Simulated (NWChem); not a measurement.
BHOClF; SMILES FB(Cl)O

```xyz
5

B      0.0108    -0.4268     0.0000
F     -1.1389    -1.0889     0.0000
Cl    -0.0221     1.3255     0.0000
O      1.1859    -1.0711     0.0000
H      1.0845    -2.0302     0.0000
```
Atoms are numbered in this order, from 1.

Results from NWChem. Pople sets run with spherical d functions. Coordinates come from a PBE0/def2-SVP optimisation. Vertical excitations in the gas phase; the lowest state need not have the same character in each row.

```tsv
level	lowest excitation, singlet (eV)	oscillator strength of that lowest state	lowest state with f > 0.02, singlet (eV)	oscillator strength of that bright state	orbital gap (eV)
PBE/6-31G*, full TDDFT	7.59	0.000	8.53	0.108	7.52
B3LYP/6-31G*, full TDDFT	8.15	0.000	8.95	0.100	9.56
PBE0/6-31G*, full TDDFT	8.34	0.000	9.14	0.117	10.12
CAM-B3LYP/6-31G*, full TDDFT	8.53	0.000	9.29	0.122	12.74
```
